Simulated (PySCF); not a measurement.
Start geometry of `C(#C)B(SC)C#C` from a GFN2-xTB structure with every atom displaced at random (by about 0.01 Å) (Å):
```
atom  x, y, z in Å
C1    -0.5958    1.8850    1.1781
C2    -0.6061    0.8664    0.5632
B3    -0.5552   -0.4353   -0.1979
C4    -1.7596   -1.2017   -0.5028
C5    -2.8058   -1.8191   -0.7556
S6     1.0261   -1.1000   -0.7247
C7     2.2444    0.1476   -0.1638
H8    -0.6337    2.8233    1.6998
H9    -3.6851   -2.3401   -0.9416
H10    2.0287    0.4208    0.8758
H11    3.2111   -0.3000   -0.2421
H12    2.1707    1.0248   -0.7973
```

Q: What comes out of this run: PBE0-D3(BJ)/def2-SVP geometry optimisation, gas phase in PySCF 2.14.0?

A: 
```
atom  x, y, z in Å
C1    -0.6477    1.9690    1.1818
C2    -0.6155    0.9086    0.5825
B3    -0.5447   -0.4123   -0.1705
C4    -1.7900   -1.2282   -0.4909
C5    -2.7884   -1.8762   -0.7484
S6     1.0180   -1.0811   -0.7197
C7     2.2481    0.1331   -0.1729
H8    -0.6912    2.9036    1.7118
H9    -3.6670   -2.4521   -0.9787
H10    2.1299    0.3511    0.8962
H11    3.2369   -0.3079   -0.3535
H12    2.1517    1.0641   -0.7468
```

The energy falls by 4.6 kcal/mol over 7 energy and gradient evaluations, the largest force component goes from 0.0700 to 4.0e-04 Eh/bohr, and the atoms move by 0.077 Å rms after alignment. The bond that changes most is B3–C4 (three-coordinate boron to alkyne carbon), which lengthens by 0.063 Å. Bonds longer at the end by more than 0.005 Å: 6 of 11; shorter: 3. Among the angles that change most is C2–C1–H8, from 176.8° to 179.2°. Rotational constants go from 2750, 1763, 1082 to 2643, 1751, 1060 MHz. The orientation of the end geometry is arbitrary; only internal coordinates are fixed.

The run used 127 basis functions and 53 SCF cycles in all. On Arm Neoverse V2, one thread, shared host, this took 41 s of wall time and 0.51 GiB of memory at its peak.

PBE0-D3(BJ)/def2-SVP frequencies: not computed here. One conformer, not necessarily the lowest.
